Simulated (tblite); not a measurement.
BeF$_{2}$, charge -1, doublet, geometry from GFN2-xTB (such geometries of metal compounds can be far from the true shape) (a state made from the parent by changing its charge; the spin is typed, not shown lowest); GFN1-xTB in tblite 0.6.0.

Here is a job for tblite.
```
$ tblite run mol.xyz --method gfn1 --charge -1 --spin 1 --efield 0,0,0.1 --json tblite.json --no-restart

# file mol.xyz
3

Be    -0.26584289     0.31847142    -0.60610142
F      1.28442678    -0.09003241    -0.41288386
F     -1.16627438    -0.05151045     0.68226227
```

The log (banner, timings and long lists left out):

```
xTB calculator
 | screened Coulomb repulsion
 | Coulomb electrostatics
 |  * isotropic Klopman-Ohno-Mataga-Nishimoto electrostatics
 |  * onsite third-order electrostatics
 | DFT-D3(BJ) dispersion correction
 | Interactions (1)
 | [1] electric field

halogen bonding energy    0.0000000000000E+00 Eh
repulsion energy          7.2072493169360E-03 Eh
dispersion energy        -2.5541280280435E-04 Eh
interaction energy        0.0000000000000E+00 Eh
number of electrons       1.7000000000000E+01 e
integral cutoff           3.8372252746362E+01 bohr

------------------------------------------------------------
  cycle        total energy    energy error   density error
------------------------------------------------------------
      1     -11.26548933943  -1.1272441E+01   4.9592879E-01
      2     -11.27575703532  -1.0267696E-02   2.9149355E-01
      3     -11.27719589821  -1.4388629E-03   5.5644951E-02
      4     -11.27729207958  -9.6181363E-05   5.0446244E-02
      5     -11.27860023803  -1.3081585E-03   2.8850503E-03
      6     -11.27860113801  -8.9998073E-07   2.6478767E-03
      7     -11.27860545874  -4.3207338E-06   8.3009318E-05
      8     -11.27860546267  -3.9276351E-09   2.3009221E-05
      9     -11.27860546300  -3.2693848E-10   3.6357898E-07
------------------------------------------------------------

electronic energy        -1.1285557299511E+01 Eh
total energy             -1.1278605462996E+01 Eh

Post processing:
 | Mayer-Wiberg bond orders

[Info] JSON dump of results written to 'tblite.json'
```
